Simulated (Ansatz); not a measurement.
Relaxation of CH6BFO2 (11 atoms, charge 0, multiplicity 1), to a largest force component of 0.03 eV/Å in at most 50 steps.

Theory: RHF/6-31G* in Ansatz 0.2.0.

```xyz
11
Properties=species:S:1:pos:R:3:forces:R:3
B 0.076 -0.086 0.192 0.02 0.27 0.03
C -0.089 0.150 1.761 0.00 0.18 -0.12
H -1.044 -0.186 2.154 -0.01 0.00 0.01
H 0.709 -0.317 2.336 0.00 0.03 0.02
H -0.013 1.215 1.971 -0.02 0.00 0.01
O 1.325 -0.319 -0.286 -0.09 0.06 0.04
H 1.325 -0.413 -1.228 0.03 -0.04 -0.07
O -0.941 0.047 -0.704 0.10 -0.02 0.03
H -1.799 0.109 -0.313 -0.02 0.05 0.01
F -0.342 -2.494 0.842 0.07 -0.21 0.21
H 0.226 -2.123 1.458 -0.07 -0.31 -0.16
```

Problem. Where does it end, and by what steps?

Solution. It converged. The force dipped under the threshold on the way, but the program's further checks kept it going. After 26 steps the energy has fallen by 0.377 eV; F10 moved furthest, 1.87 Å.

```json
{"step": "0", "energy less start (eV)": "0.0000", "largest force component (eV/Å)": "0.308", "accepted": "yes"}
{"step": "1", "energy less start (eV)": "-0.0789", "largest force component (eV/Å)": "0.357", "accepted": "yes"}
{"step": "2", "energy less start (eV)": "-0.0953", "largest force component (eV/Å)": "1.081", "accepted": "yes"}
{"step": "3", "energy less start (eV)": "-0.0771", "largest force component (eV/Å)": "2.424", "accepted": "no"}
{"step": "4", "energy less start (eV)": "-0.1305", "largest force component (eV/Å)": "0.371", "accepted": "yes"}
{"step": "5", "energy less start (eV)": "-0.1374", "largest force component (eV/Å)": "1.021", "accepted": "yes"}
{"step": "6", "energy less start (eV)": "-0.1725", "largest force component (eV/Å)": "0.633", "accepted": "yes"}
{"step": "7", "energy less start (eV)": "-0.1916", "largest force component (eV/Å)": "1.538", "accepted": "yes"}
{"step": "8", "energy less start (eV)": "-0.2182", "largest force component (eV/Å)": "1.230", "accepted": "yes"}
{"step": "9", "energy less start (eV)": "-0.2352", "largest force component (eV/Å)": "0.738", "accepted": "yes"}
{"step": "10", "energy less start (eV)": "-0.2686", "largest force component (eV/Å)": "0.656", "accepted": "yes"}
{"step": "11", "energy less start (eV)": "-0.2424", "largest force component (eV/Å)": "1.604", "accepted": "no"}
{"step": "12", "energy less start (eV)": "-0.2953", "largest force component (eV/Å)": "0.293", "accepted": "yes"}
{"step": "13", "energy less start (eV)": "-0.3042", "largest force component (eV/Å)": "0.269", "accepted": "yes"}
{"step": "14", "energy less start (eV)": "-0.3057", "largest force component (eV/Å)": "0.753", "accepted": "yes"}
{"step": "15", "energy less start (eV)": "-0.3191", "largest force component (eV/Å)": "0.240", "accepted": "yes"}
{"step": "16", "energy less start (eV)": "-0.3338", "largest force component (eV/Å)": "0.216", "accepted": "yes"}
{"step": "17", "energy less start (eV)": "-0.3387", "largest force component (eV/Å)": "0.621", "accepted": "yes"}
{"step": "18", "energy less start (eV)": "-0.3512", "largest force component (eV/Å)": "0.349", "accepted": "yes"}
{"step": "19", "energy less start (eV)": "-0.3595", "largest force component (eV/Å)": "0.229", "accepted": "yes"}
{"step": "20", "energy less start (eV)": "-0.3658", "largest force component (eV/Å)": "0.436", "accepted": "yes"}
{"step": "21", "energy less start (eV)": "-0.3721", "largest force component (eV/Å)": "0.204", "accepted": "yes"}
{"step": "22", "energy less start (eV)": "-0.3752", "largest force component (eV/Å)": "0.026", "accepted": "yes"}
{"step": "23", "energy less start (eV)": "-0.3761", "largest force component (eV/Å)": "0.027", "accepted": "yes"}
{"step": "24", "energy less start (eV)": "-0.3761", "largest force component (eV/Å)": "0.122", "accepted": "no"}
{"step": "25", "energy less start (eV)": "-0.3764", "largest force component (eV/Å)": "0.031", "accepted": "yes"}
{"step": "26", "energy less start (eV)": "-0.3765", "largest force component (eV/Å)": "0.029", "accepted": "yes"}
```

```xyz
11
Properties=species:S:1:pos:R:3
B -0.235 -0.050 0.187
C -0.417 0.162 1.743
H -1.460 0.322 2.009
H -0.047 -0.683 2.310
H 0.130 1.045 2.071
O 0.522 -1.097 -0.268
H 0.579 -1.129 -1.215
O -0.771 0.756 -0.766
H -1.288 1.471 -0.427
F 1.307 -2.870 1.635
H 1.113 -2.342 0.905
```

Whether the end is a true minimum wasn't checked by a vibrational analysis.

Run time: 54 s on 1 thread of Arm Neoverse V2 (shared host), peak memory 0.15 GiB.
